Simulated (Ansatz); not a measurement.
Energy difference R1 → P1 + P2 + P3, each structure at its B3LYP-D3(BJ)/def2-TZVP stationary point, reached from a drawn start (curvature not checked).
P1: H atom, charge 0, multiplicity 2.
P2: H2 (SMILES [H][H]), charge 0, multiplicity 1.
P3: N atom, charge 0, multiplicity 4.
R1: NH3 (SMILES N), charge 0, multiplicity 1.

P less R. No zero-point or thermal terms; singlets are restricted closed shells; open shells are unrestricted.

Cores are frozen in the correlated methods.

The values were computed with Ansatz (an electronic-structure program). Each number belongs to the level named beside it.

The comparison value is 8.011 eV (CCSD(T)/cc-pVQZ). It is a level with limits of its own, not the exact answer.

### Question
Order these levels by how close they come to the comparison value for the reaction energy, closest first: HF/cc-pVQZ, wB97X-V/def2-TZVPP, HF/cc-pVTZ, B3LYP/def2-TZVPP, BHLYP/def2-TZVPP. Give each level's value less the comparison value.

### Answer
BHLYP/def2-TZVPP (-0.175 eV), B3LYP/def2-TZVPP (0.220 eV), wB97X-V/def2-TZVPP (0.235 eV), HF/cc-pVQZ (-2.952 eV), HF/cc-pVTZ (-2.995 eV)
